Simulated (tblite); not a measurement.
C6H13PSi.
Geometry (GFN2-xTB, Å), atoms numbered from 1 in this order:
```xyz
21
C6H13PSi angstrom
C     -2.3590   -1.4056    0.2230
C     -1.4941   -0.2133   -0.0205
C     -1.5897    0.9591    0.5882
C     -0.6271    2.0222    0.1619
P      0.7202    1.1434   -0.7971
C      1.6449    0.4654    0.6628
Si     3.0352   -0.7309    0.1590
C     -0.4216   -0.3067   -1.0710
H     -2.8849   -1.6821   -0.6908
H     -3.0913   -1.2001    1.0000
H     -1.7527   -2.2596    0.5258
H     -2.3246    1.1848    1.3462
H     -0.2021    2.5749    1.0041
H     -1.1213    2.7509   -0.4905
H      0.9360   -0.0051    1.3482
H      2.0855    1.3234    1.1765
H      3.9769   -0.0384   -0.7189
H      2.4904   -1.9016   -0.5354
H      3.7058   -1.1845    1.3811
H     -0.8647   -0.2305   -2.0703
H      0.1291   -1.2488   -1.0279
```

Computed with GFN2-xTB (tblite): harmonic, unscaled wavenumbers at the GFN2-xTB geometry, gas phase. Against measured fundamentals such values can be off by several per cent, at times by over 20. Modes of hydrogen on silicon can be 10 to 20 % off. One conformer, not necessarily the lowest.

Harmonic wavenumbers (cm⁻¹): 47.9, 69.6, 118.4, 121.4, 141.4, 203.2, 252.1, 267.7, 311.5, 411.3, 460.8, 506.5, 520.0, 587.2, 680.1, 711.1, 721.6, 745.2, 764.4, 775.4, 786.9, 794.1, 800.7, 815.5, 861.4, 884.9, 983.2, 1007.2, 1031.9, 1049.0, 1080.9, 1106.9, 1132.1, 1161.1, 1203.1, 1222.5, 1284.1, 1402.1, 1420.0, 1433.9, 1440.0, 1478.4, 1484.6, 1732.3, 2236.2, 2245.2, 2279.7, 2908.8, 2915.6, 2939.1, 2946.8, 2951.6, 2963.3, 2992.9, 3008.7, 3040.3, 3077.4.

A = 2218, B = 917.8, C = 764.9 MHz; mass 144.052 u (most abundant isotopes); point group C1, symmetry number 1.

What is the zero-point energy?

½Σν̃ = 36260 cm⁻¹ = 433.76 kJ/mol.

Entropy at 200 K, 1 bar (ideal gas, RRHO, classical rotation)?

Translation 162.54, rotation 119.34, vibration 85.65: S = 367.5 J/(mol K).

And Cp and H(200 K) − H(0)?

Cp = 128.27 J/(mol K), of which vibrations give 95.01 (their classical limit is 57 R = 473.9); H(200 K) − H(0) = 16.08 kJ/mol without the zero-point energy, 9.43 from vibrations.

Which modes carry the vibrational entropy at 200 K?

47.9 cm⁻¹: 17.21; 69.6 cm⁻¹: 14.15; 118.4 cm⁻¹: 9.90; 121.4 cm⁻¹: 9.70; 141.4 cm⁻¹: 8.52; 203.2 cm⁻¹: 5.86 J/(mol K); the other 51 give 20.31 together.

How do the functions run with temperature in this model?

```
T (K)  S (J/(mol K))  Cp (J/(mol K))  H − H(0) (kJ/mol)  G − H(0) (kJ/mol)  ln q(vib)
  100          296.9            82.1               5.63             -24.06       1.81
  300          429.4           180.3              31.51             -97.30       7.48
  500          543.3           267.8              76.86            -194.79      13.29
  800          688.5           349.2             170.52            -380.31      21.73
 1000          770.5           384.6             244.09            -526.38      26.97
```

q(vib) and H(0) count from the zero-point level.

Blend soft modes into free rotors: weight 1/[1 + (100 cm⁻¹/ν̃)⁴] for the oscillator and the rest for a rotor with moment μB/(μ + B), μ = h/(8π²ν), B = 10⁻⁴⁴ kg m². What vibrational entropy results?

80.18 J/(mol K) in place of 85.65, which changes −T·S at 200 K by +1.09 kJ/mol.

Hindered rotation and anharmonicity are outside this model. Other conformers, if any are populated, would add a mixing term that is left out. The structure is chiral; the term R ln 2 for an equal mix with its mirror image is left out.
